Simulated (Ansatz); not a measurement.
Ideal-gas functions of C₂H₅BSe (`B[Se]C=C`) at 600 K and 1 bar, from an Ansatz frequency run at PBE0-D4/def2-TZVP.

Molar mass 118.83 g/mol, point group Cs (symmetry number 1), electronic degeneracy 1, moments of inertia 35.807, 159.789, 195.596 u Å². Harmonic wavenumbers (cm⁻¹, unscaled): 82, 184, 355, 435, 597, 617, 702, 753, 900, 948, 1002, 1022, 1165, 1270, 1418, 1672, 2607, 2719, 3155, 3196, 3244.

Use S(trans) = R[1.5 ln M + 2.5 ln T − 1.1517]; rotational temperatures θ = 24.2544 K / I; S(rot) = R[ln(√π/σ · √(T³/θAθBθC)) + 1.5]; for each mode x = 1.438777 ν̃/T, S = R[x/(eˣ − 1) − ln(1 − e⁻ˣ)] and H = RT x/(eˣ − 1); 1 cm⁻¹ = 0.0119627 kJ/mol; R = 8.31446 J/(mol·K).

By hand: the entropy, in J/(mol·K).

Translation 183.0. Rotation: θ = 0.6774, 0.1518, 0.124 K, giving 115.1. Vibration, mode by mode: 21.85, 15.18, 9.90, 8.33, 6.01, 5.78, 4.90, 4.45, 3.36, 3.07, 2.78, 2.67, 2.04, 1.67, 1.26, 0.77, 0.12, 0.09, 0.04, 0.03, 0.03, in all 94.3. Electronic 0.0. Sum 392.4 J/(mol·K).

By hand: H − E and G − E in kJ/mol, counted from the electronic energy.

Zero-point energy ½ × 28043 × 0.0119627 = 167.7; thermal vibration 30.4; translation, rotation and pV give 4 RT = 20.0. H − E = 218.1 kJ/mol, and G − E = 218.1 − 600 × 392.4/1000 = -17.3 kJ/mol.

Vibration gives 24 % of the entropy, 21.9 J/(mol·K) of it from the mode under 150 cm⁻¹: soft modes count most, and the harmonic formula is weakest for them. The sum counts one conformer and one mirror image; others add a mixing term.
